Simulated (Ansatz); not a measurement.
Species: Ga$_{2}$, charge 0, triplet. Ga2 (SMILES [Ga][Ga], triplet).
B3LYP-D3(BJ)/def2-TZVP minimum from Ansatz (an electronic-structure program):
```xyz
2

Ga     0.0000     0.0000    -1.3696
Ga     0.0000     0.0000     1.3696
```
Charge 0, spin multiplicity 3.

Total energies in cc-pV5Z, 6 correlated electrons, 28 frozen orbitals. UHF or UKS for unpaired electrons; spin-orbit terms are left out. Cores are frozen in correlated methods (noble-gas shells, and filled d and f shells in the p block). No relativity. The UHF reference of Ga2 ([Ga][Ga], triplet) is spin-contaminated (<S^2> up to 0.03 over the pure value in the sets run).

| method | program | energy (Eh) | minus CCSDT(Q) (mEh) |
|---|---|---|---|
| HF | Ansatz | -3846.55594 | 121.58 |
| MP2 | Ansatz | -3846.64915 | 28.37 |
| CCSD | Ansatz | -3846.67033 | 7.20 |
| CCSD(T) | Ansatz | -3846.67608 | 1.45 |
| CCSDT(Q) | Ansatz | -3846.67753 | 0.00 |
